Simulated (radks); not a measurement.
Task: The mean radii <r> (bohr) of the occupied orbitals of an atom or ion are listed with their occupations. Calculated with a radial shooting solver on a logarithmic mesh with Libxc functionals: Dirac Kohn-Sham, PBE, spin-unpolarised, spherical densities, point nucleus.

| orbital | occ. | <r> |
|---|---|---|
| 1s1/2 | 2 | 0.03706 |
| 2s1/2 | 2 | 0.1623 |
| 2p1/2 | 2 | 0.1387 |
| 2p3/2 | 4 | 0.1430 |
| 3s1/2 | 2 | 0.4582 |
| 3p1/2 | 2 | 0.4549 |
| 3p3/2 | 4 | 0.4654 |
| 3d3/2 | 4 | 0.4504 |
| 3d5/2 | 6 | 0.4540 |
| 4s1/2 | 2 | 1.212 |
| 4p1/2 | 2 | 1.343 |
| 4p3/2 | 4 | 1.373 |
| 4d3/2 | 0.8 | 2.000 |
| 4d5/2 | 1.2 | 2.015 |

Name the element and its charge. Open shells, if any, are shared by 2j + 1.

Result: Z = 40, zirconium, charge +2: Zr2+ in [Kr] 4d2. The 1s radius gives Z: for a bare nucleus <r> = (2 gamma + 1)/(2Z) with gamma = sqrt(1 - (Z/c)^2), 0.03641 bohr for Z = 40, and screening makes it slightly larger (0.03706 here). The occupations add up to 38, and the charge is Z minus that.
